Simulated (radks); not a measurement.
Results of a calculation; reference values are marked as such.
Dipole-allowed excitations along the series with 3 electrons in [He] 2s1. Code: a radial shooting solver on a logarithmic mesh with Libxc functionals. Model: non-relativistic Kohn-Sham, LB94 model potential, spin-polarised, spherical densities, point nucleus; open shells are filled with parallel spins first. Time-dependent linear response with the Hartree and adiabatic LDA kernel, continuum included through the Sternheimer equations. Lines are the poles of the dipole polarisability below minus the highest occupied eigenvalue, found on a grid refined at the orbital gaps; the lowest seven at most are given, and weak or close lines can be missed. The first line takes the name of the lowest orbital gap if no other gap lies below it; otherwise a line is named after a gap within 0.6 % of it, if that gap stands alone.

| species | -e(HOMO) (eV) | lowest orbital gap (eV) | first line (eV) | f | strongest line (eV) | its f | static alpha (bohr^3) |
|---|---|---|---|---|---|---|---|
| Si11+ | 519.78 | 2s-2p 20.883 | 22.616 (2s-2p) | 0.0890 | 297.30 (unassigned) | 0.365 | 0.1334 |
| P12+ | 607.38 | 2s-2p 22.604 | 24.472 (2s-2p) | 0.0825 | 346.68 (2s-3p) | 0.370 | 0.1054 |
| S13+ | 701.77 | 2s-2p 24.325 | 26.328 (2s-2p) | 0.0769 | 399.84 (2s-3p) | 0.374 | 0.08472 |
| Cl14+ | 802.97 | 2s-2p 26.046 | 28.184 (2s-2p) | 0.0721 | 456.78 (2s-3p) | 0.378 | 0.06912 |
| Ar15+ | 910.97 | 2s-2p 27.766 | 30.039 (2s-2p) | 0.0678 | 517.49 (2s-3p) | 0.381 | 0.05713 |
| K16+ | 1025.8 | 2s-2p 29.487 | 31.896 (2s-2p) | 0.0639 | 581.99 (2s-3p) | 0.384 | 0.04776 |
